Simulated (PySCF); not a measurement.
Computed shifts of a molecule C3H4BrF, PBE/pcSseg-1 (PySCF), GIAO, gas phase, atoms alike by connectivity averaged where their shifts nearly agree, in ppm (number of nuclei): ¹³C: 162.5 (1), 114.0 (1), 16.8 (1). ¹⁹F: -86.6 (1). ¹H: 5.20 (1), 2.13 (3). References: ¹³C against TMS (σ = 182.0 ppm); ¹⁹F against CFCl3 (σ = 133.6 ppm); ¹H against TMS (σ = 31.49 ppm), references at their B3LYP-D3(BJ)/def2-TZVP geometries, non-relativistic (without spin–orbit terms, shifts of atoms bonded to Cl or Br come out too high). Geometry: B3LYP-D3(BJ)/def2-SVP. One conformer was computed; it need not be the lowest.

Q: Pick the molecule that these values belong to.
(A) C/C(Br)=C\F
(B) F[C@@H]1C[C@H]1Br
(C) FC1(Br)CC1
(D) C/C=C(\F)Br

A: D, C/C=C(\F)Br
